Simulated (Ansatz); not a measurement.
Relaxation of C₂H₉BFNO (15 atoms, charge 0, multiplicity 1), to a largest force component of 0.03 eV/Å in at most 50 steps.

The calculation used Ansatz, RKS PBE0-D4/def2-SVP.

```xyz
15
Properties=species:S:1:pos:R:3
B 0.238 -0.592 -0.553
C -0.046 -0.209 2.225
H -1.029 -0.307 2.704
H 0.729 -0.137 3.001
H -0.030 0.700 1.613
N 1.431 0.127 -0.697
H 2.332 -0.322 -0.652
H 1.453 1.133 -0.774
F -0.947 0.035 -0.629
O 0.275 -1.970 -0.422
C -0.911 -2.718 -0.382
H -0.645 -3.772 -0.214
H -1.579 -2.395 0.436
H -1.474 -2.648 -1.329
H 0.157 -1.103 1.612
```

Problem. Where does it end, and by what steps?

Solution. The run converged. The force dipped under the threshold on the way, but the program's further checks kept it going. After 29 steps the energy has fallen by 0.156 eV; H5 moved furthest, 0.94 Å.

| step | energy less start (eV) | largest force component (eV/Å) | accepted |
| --- | --- | --- | --- |
| 0 | 0.0000 | 0.815 | yes |
| 2 | -0.0738 | 1.298 | no |
| 4 | -0.1364 | 0.050 | yes |
| 6 | -0.1374 | 0.047 | yes |
| 8 | -0.1402 | 0.065 | yes |
| 10 | -0.1408 | 0.196 | no |
| 12 | -0.1442 | 0.067 | yes |
| 14 | -0.1453 | 0.151 | yes |
| 16 | -0.1480 | 0.150 | yes |
| 18 | -0.1522 | 0.074 | yes |
| 20 | -0.1526 | 0.145 | no |
| 22 | -0.1538 | 0.017 | yes |
| 24 | -0.1546 | 0.037 | yes |
| 26 | -0.1554 | 0.086 | yes |
| 28 | -0.1561 | 0.026 | yes |
| 29 | -0.1564 | 0.029 | yes |

```xyz
15
Properties=species:S:1:pos:R:3
B 0.356 -0.623 -0.787
C -0.190 -0.235 2.487
H -0.816 -0.541 3.337
H 0.542 0.513 2.820
H -0.822 0.199 1.701
N 1.588 0.037 -0.879
H 2.467 -0.446 -0.772
H 1.658 1.030 -1.046
F -0.783 0.081 -0.930
O 0.300 -1.963 -0.559
C -0.924 -2.633 -0.412
H -0.774 -3.693 -0.666
H -1.285 -2.576 0.630
H -1.707 -2.218 -1.069
H 0.341 -1.109 2.085
```

Whether the end is a true minimum wasn't checked by a vibrational analysis.

Run time: 64 s on 4 threads of Arm Neoverse V2 (shared host), peak memory 0.34 GiB.
